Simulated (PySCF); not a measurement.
C₄H₁₂GaSi (charge -1).
Numbering: `[CH2:1]=[CH:2][Si@@H:3]([CH3:4])[CH2:5][GaH3-:6]` (hydrogens: H7, H8 on C1; H9 on C2; H10 on Si3; H11, H12, H13 on C4; H14, H15 on C5; H16, H17, H18 on Ga6)

Level of theory: PBE0-D3(BJ)/def2-SVP geometry optimisation, gas phase in PySCF.

Some entries are withheld. Bonds in one row agree within 0.01 Å.

```
               coordinate    value
                    C1=C2  1.338 Å
                   C2–Si3        ?
                   Si3–C4  1.906 Å
                   Si3–C5        ?
                   C5–Ga6        ?
                    C1–H7  1.098 Å
                    C1–H8  1.098 Å
                    C2–H9  1.099 Å
                  Si3–H10  1.508 Å
   C4–H11, C4–H12, C4–H13  1.103 Å
                   C5–H14  1.105 Å
                   C5–H15  1.105 Å
Ga6–H16, Ga6–H17, Ga6–H18  1.621 Å
                C1–C2–Si3   126.1°
                C2–Si3–C4        ?
                C2–Si3–C5        ?
                C4–Si3–C5   115.5°
               Si3–C5–Ga6        ?
```

**Question.** Fill in the missing values.

**Answer.** 
- C2–Si3 = 1.890 Å, drawn single (alkene CH carbon to SiH silicon); 0.05 Å above the sum of covalent radii, 1.84 Å.
- Si3–C5 = 1.843 Å, drawn single (SiH silicon to sp3 carbon bound to silicon); 0.03 Å below the sum of covalent radii, 1.87 Å.
- C5–Ga6 = 2.071 Å, drawn single (ends: sp3 carbon bound to silicon; gallium bonded to C and 3 H); 0.09 Å above the sum of covalent radii, 1.98 Å.
- C2–Si3–C4 = 106.8°, at the SiH silicon; the outer atoms are 3.047 Å apart.
- C2–Si3–C5 = 110.7°, at the SiH silicon; the outer atoms are 3.070 Å apart.
- Si3–C5–Ga6 = 114.1°, at the sp3 carbon bound to silicon; the outer atoms are 3.286 Å apart.

Radii are Cordero's, carbon taken as 0.76, 0.73 or 0.69 Å for four, three, and two or fewer neighbours.

Not checked by PBE0-D3(BJ)/def2-SVP frequencies. The geometry's basis has no diffuse functions, a weakness for an anion. Torsions: C1–C2–Si3–C4 3°, C2–Si3–C5–Ga6 63°.

One conformer stands for the species.
